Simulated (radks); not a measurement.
Results of a calculation; reference values are marked as such.
Initial-state core-level shifts of the niobium ion Nb+ when its valence configuration changes from [Kr] 4d4. Level of theory: Dirac Kohn-Sham, PBE, spin-unpolarised, spherical densities, point nucleus; open shells fill j = l - 1/2 first (a radial shooting solver on a logarithmic mesh with Libxc functionals). Shifts are changes of the shell-averaged eigenvalues in eV (positive: less bound).

valence	1s	2s	2p	3d
4d2 5s2	-6.708	-7.219	-7.184	-7.097
4d3 5s1	-3.094	-3.323	-3.307	-3.281
4d3.5 5p0.5	-2.044	-2.139	-2.131	-2.128
4d1.5 5s2 5p0.5	-9.260	-9.930	-9.884	-9.754
4d3 5p1	-4.230	-4.438	-4.421	-4.406
4d2 5p2	-8.946	-9.437	-9.398	-9.329
4d1 5s1 5p2	-12.990	-13.838	-13.775	-13.596
4d2.5 5s1 5p0.5	-5.415	-5.770	-5.744	-5.698
5s1 5p3	-18.594	-19.851	-19.760	-19.418
